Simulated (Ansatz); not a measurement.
`F[SiH](F)[SiH3]` + H₂S → `F[SiH](F)S` + SiH₄  (cleavage of the Si–Si bond)

Gas-phase electronic energies from Ansatz, PBE0-D4/def2-TZVP geometries. CBS: MP2 limit from def2 TZ/QZ plus the TZ coupled-cluster correction, frozen cores. This one scheme is used for every species. Functionals use def2-TZVPP. Each species was taken in one conformer, which may not be the lowest.

`F[SiH](F)[SiH3]`:

Z-matrix (Å, degrees):
```
Si
F 1 1.593
Si 1 2.342 2 109.5
F 1 1.593 2 107.0 3 118.6
H 1 1.482 2 107.3 3 -126.5
H 3 1.486 1 109.0 2 178.9
H 3 1.485 1 110.0 2 58.5
H 3 1.486 1 109.1 2 -61.9
```

H₂S:

Cartesian coordinates in Å:
```
S 0.083 0.044 -0.612
H -0.967 0.238 0.199
H 0.884 -0.282 0.414
```

`F[SiH](F)S`:

Cartesian coordinates in Å:
```
F -0.597 -1.137 -1.115
Si -0.303 -0.339 0.222
F 0.883 -1.123 0.923
S 0.228 1.657 -0.177
H -1.492 -0.364 1.086
H 1.281 1.305 -0.939
```

SiH₄:

Cartesian coordinates in Å:
```
Si 0.000 0.000 0.000
H -0.250 1.355 0.552
H -0.430 -0.043 -1.420
H -0.769 -1.002 0.780
H 1.449 -0.310 0.088
```

```json
{"level": "BLYP-D4", "ΔE (kJ/mol)": "-69.8"}
{"level": "CAM-B3LYP", "ΔE (kJ/mol)": "-74.3"}
```

**Question.** What does CCSD(T)/CBS give? (Best estimate.)

**Answer.** Ansatz gave: -75.6 kJ/mol. The listed levels differ from it by 5.8, 1.3 kJ/mol.

**Question.** What do rigid-rotor, harmonic-oscillator terms from PBE0-D4/def2-TZVP frequencies (298.15 K, 1 bar) make of the CCSD(T)/CBS value? (An estimate is asked.)

**Answer.** Ansatz gave: ΔZPE = +2.2 kJ/mol, ΔH = -75.2 kJ/mol, ΔS = -19 J/(mol·K), ΔG = -69.5 kJ/mol.

Largest T1 diagnostic among the species: 0.013.

From PBE to PBE0 (25 % exact exchange), in def2-TZVPP and without D4, ΔE moves by −4.3 kJ/mol. Leaving LDA and LC-ωPBE aside and taking each functional with its dispersion term where it has one, the values, not all of them listed here, spread over 14.3 kJ/mol, from ωB97M-V to PBE-D4.
